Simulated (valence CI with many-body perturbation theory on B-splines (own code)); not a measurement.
## Er⁵⁵⁺ in three bases

Calculated by valence CI with perturbative core correlation (CI+MBPT): three valence electrons over a frozen Dirac-Fock core [Ne], radial functions for each j: 9 s, 9 p, 8 d, 6 f, 3 g, 1 h, with the one-electron correlation potential Σ1 (screened to all orders), the two-electron term Σ2, the three-electron term Σ3, Breit, model QED; selected single and double excitations, second order for the rest, scaled by the run's own slope (own B-spline code, finite nucleus).

No measured spectrum was set against this ion. As an estimate, large intervals hold to a few tenths of a per cent, small ones and those within an open d or f shell to about a per cent.

The reference run has the lowest level (3s^2 3p1/2) J=1/2 and an ionisation energy of 5455.79 eV. Its largest variational space holds 8448 state functions.

Levels are named by their leading jj configuration (3d3/2^4 stands for four electrons in 3d with j = 3/2), which in mixed levels can hold well under half, so a name can repeat and another be missing. Letters in brackets count levels of one name in rising energy.

Changed runs:
A. basis 6 s, 6 p, 5 d, 3 f, 1 g
B. basis 5 s, 5 p, 4 d, 2 f

Excitation energies of the reference run in cm⁻¹, and shifts in cm⁻¹:

```csv
Level,Reference,A,B
(3s 3p1/2^2) J=1/2,1178310,-21,-56
(3s^2 3p3/2) J=3/2,1963050,-29,-69
(3s 3p1/2 3p3/2) J=3/2 [a],2927750,-177,-531
(3s 3p1/2 3p3/2) J=5/2,3056970,-46,-127
(3s 3p1/2 3p3/2) J=3/2 [b],3215530,+2.5,+22
(3s 3p1/2 3p3/2) J=1/2,3287440,+34,+160
(3s^2 3d3/2) J=3/2,3651570,+286,+922
(3s^2 3d5/2) J=5/2,4036470,+213,+617
(3p1/2^2 3p3/2) J=3/2,4381270,-64,-178
(3s 3p1/2 3d3/2) J=3/2 [a],4490190,-23,-86
(3s 3p1/2 3d3/2) J=5/2,4583500,+90,+210
(3s 3p1/2 3d3/2) J=1/2,4773340,+198,+577
Ionisation energy (eV),5455.79,-0.02,-0.06
```
